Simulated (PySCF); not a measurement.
**Identify the compound**

Molecular formula: C5H7NO2Si. Simulated spectra:

$^{1}$H NMR (400 MHz, computed): δ 12.37 (t, 1H), 6.23 (q, 1H), 4.84 (d, 2H), 2.23 (d, 3H).

$^{13}$C{$^{1}$H} NMR (computed): δ 247.2 (CH), 137.7 (CH), 130.5 (C), 120.3 (C), 15.0 (CH3).

PySCF 2.14 calculation with structure optimised with GFN2-xTB and shielding tensors at PBE0/pcSseg-1 (GIAO); no relativistic terms, one conformer, no solvent model, averaged over atoms made equivalent by symmetry, fast rotation or ring inversion.

References, each an isolated molecule treated in the same way: $^{1}$H and $^{13}$C vs TMS.

Task: Deduce the structure.

Result: 
- The formula gives 4 degrees of unsaturation (no ring in the answer).
- 5 carbon signals for 5 carbons: no two carbons are equivalent.
- Carbon types of the structure: 2 × C, 2 × CH, 1 × CH3, leaving 2 H on heteroatoms.
- δC 247.2: carbonyl carbon.
- δC 137.7: β carbon of an enol-ether or enamine type C=C.
- δC 130.5: alkene carbon bearing oxygen; an sp2 carbon of a C=C bond.
- δC 120.3: nitrile carbon; this is the usual window of a C≡N carbon, which has no attached hydrogen.
- δC 15.0: allylic methyl carbon; a saturated carbon with 1 carbon neighbour and no heteroatom attached.
- δH 12.37: hydrogen on a carbonyl carbon.
- δH 2.23: hydrogen on an allylic methyl carbon; allylic position.

These data were computed for `C/C=C(/C#N)O[SiH2]C=O`.

The shifts were computed for this structure.

Shifts are as computed. Against solution values, carbons near 30 ppm lie about +3 ppm off and those near 130 ppm about +5 ppm. Of 1309 compounds with measured shifts, 239 miss one by over three times the rms of a fit or turn the order of signals round; such compounds aren't used in these exercises. No couplings were computed; multiplicities are counted from neighbouring protons, with m where these are inequivalent, close in shift, in a saturated or five-membered ring or joined by F or P, and br s for small geminal =CH2 splittings.
